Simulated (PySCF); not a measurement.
C2H10FNSi2. Atoms are numbered in the order given.

```xyz
16

F     -2.7071     1.0232     0.9966
C     -2.5363    -0.2312     0.4113
Si    -1.2044    -0.1169    -0.9469
N      0.3558     0.3656    -0.3717
C      1.1786    -0.4141     0.5482
Si     3.0238    -0.2385     0.1244
H     -3.5053    -0.5711    -0.0017
H     -2.2497    -0.9540     1.1984
H     -1.6331     0.9039    -1.9414
H     -1.1160    -1.4800    -1.5560
H      0.5839     1.3548    -0.3969
H      1.0027    -0.1636     1.6148
H      0.9187    -1.4834     0.4491
H      3.8747    -0.9201     1.1462
H      3.3724     1.2141     0.0978
H      3.2996    -0.8213    -1.2195
```
Charge 0, spin multiplicity 1.

The structure is a stationary point at B3LYP-D3(BJ)/def2-SVP. The structure was generated by enumeration, and PubChem lists no compound with its InChIKey, so it may never have been made. One conformer was computed; it need not be the lowest.

Method: PBE/pcSseg-1 run with PySCF.

GIAO shieldings, no solvent; atoms listed in one row are averaged. δ = σ(ref) − σ: ¹⁹F against CFCl3 (σ = 133.6 ppm); ¹³C against TMS (σ = 182.0 ppm); ²⁹Si against TMS (σ = 335.4 ppm); ¹⁵N against NH3 (σ = 267.0 ppm); ¹H against TMS (σ = 31.49 ppm), references at their B3LYP-D3(BJ)/def2-TZVP geometries, non-relativistic.

Computed chemical shifts:
| nucleus | atoms | count | δ (ppm) |
|---|---|---|---|
| ¹⁹F | F1 | 1 | -320.2 |
| ¹³C | C2 | 1 | 82.4 |
| ¹³C | C5 | 1 | 31.8 |
| ²⁹Si | Si3 | 1 | -33.2 |
| ²⁹Si | Si6 | 1 | -68.5 |
| ¹⁵N | N4 | 1 | 25.2 |
| ¹H | H8 | 1 | 5.14 |
| ¹H | H9 | 1 | 5.08 |
| ¹H | H10 | 1 | 4.91 |
| ¹H | H7 | 1 | 4.54 |
| ¹H | H14, H15, H16 | 3 | 4.20 |
| ¹H | H12 | 1 | 3.38 |
| ¹H | H13 | 1 | 2.72 |
| ¹H | H11 | 1 | 0.47 |
